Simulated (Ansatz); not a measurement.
**Scan of the H4–C2–S1 angle**

CH2STe (SMILES S=C[TeH]), closed shell, at its PBE0-D4/def2-TZVP minimum:

```csv
atom,x (Å),y (Å),z (Å)
S1,-0.8594,-1.8836,-0.7077
C2,-0.3591,-0.5366,0.0108
Te3,0.9803,0.8251,-0.8119
H4,-0.6997,-0.2421,1.0038
H5,0.9379,1.8372,0.5049
```

The angle H4–C2–S1 (122.5° at the minimum) is set to the values below, H4, with anything bonded beyond it, turning rigidly in the plane of the angle. Each method's energies count from its own value at the PBE0-D4 minimum structure. Computed with Ansatz 0.2.0 (basis: def2-TZVPP); correlated methods freeze the cores. Filled d shells of the heavier atoms are correlated. Core potentials replace the inner electrons of the atoms past krypton. The def2 sets are not built for correlating such inner shells, so the correlated values are less sure here. B3LYP uses VWN-RPA correlation.

CCSD(T) energies along the scan:
```
angle (°)  CCSD(T) (eV)
     92.5         0.787
    100.0         0.437
    107.5         0.190
    115.0         0.044
    122.5         0.000
    130.0         0.056
    137.5         0.214
    145.0         0.478
    152.5         0.852
```
They count from the CCSD(T) energy at the PBE0-D4 minimum.

Minimum and curvature along this coordinate at CCSD(T): A fifth-order fit through the nearest points gives 122.1°, with a curvature of about 1.8 meV/deg².

Largest difference from the CCSD(T) curve over the scan: PBE-D4 0.093; PBE0-D4 0.032; B3LYP-D4 0.018; wB97M-V 0.024 eV. Each curve counts from its own value at the minimum.

No T1 diagnostic of these runs exceeds 0.017. The restricted Hartree–Fock reference is unstable towards an unrestricted one here.

For scale, one of the runs: CCSD(T)/def2-TZVPP, 151 basis functions, launched by `ansatz run in.yaml --threads 2 --pin off --events-out ev --progress --plain --max-ram 4352MiB`. The run took 19 s on 2 CPU threads of an Intel Xeon 6975P-C (shared host), with 1.1 GiB of host memory at its peak.
